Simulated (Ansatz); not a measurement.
Computed with Ansatz on PBE0-D4/def2-TZVP structures; ΔE is electronic, products minus reactants. CCSD(T)/CBS is the MP2 limit (def2-TZVPP, def2-QZVPP) plus CCSD(T) − MP2 in def2-TZVPP, frozen cores. Functionals use def2-TZVPP. B3LYP here is the variant with VWN-RPA as its local correlation; programs differ in this. For Br outer-core shells are correlated without core-valence functions, which leaves a few kJ/mol of doubt a bond. Scalar relativity is left out up to krypton. Each species was taken in one conformer, which may not be the lowest.

Reaction (ligand exchange at a B–O bond): `BO[SiH](C)Br` + `N=C([SiH3])S` → `BSC(=N)[SiH3]` + `C[SiH](O)Br`

```csv
level,ΔE (kJ/mol)
B3LYP-D4,43.8
ωB97X-V,40.7
ωB97M-V,39.7
PBE0,33.7
SCS-MP2/def2-TZVPP,42.3
CCSD(T)/def2-TZVPP,38.6
SCS-MP2/def2-QZVPP,42.3
HF/CBS(def2),60.6
```

(1) What does CCSD(T)/CBS give? (An estimate is asked.)

Largest T1 diagnostic among the species: 0.015.

Results:

(1) Ansatz gave: +37.7 kJ/mol. The listed levels differ from it by 6.1, 3.0, 2.0, -4.0, 4.6, 0.9, 4.6, 22.9 kJ/mol.

In def2-TZVPP, CCSD(T) changes the Hartree–Fock value by −20.1 kJ/mol (the triples alone add −3.9 kJ/mol) and MP2 by −22.1 kJ/mol.
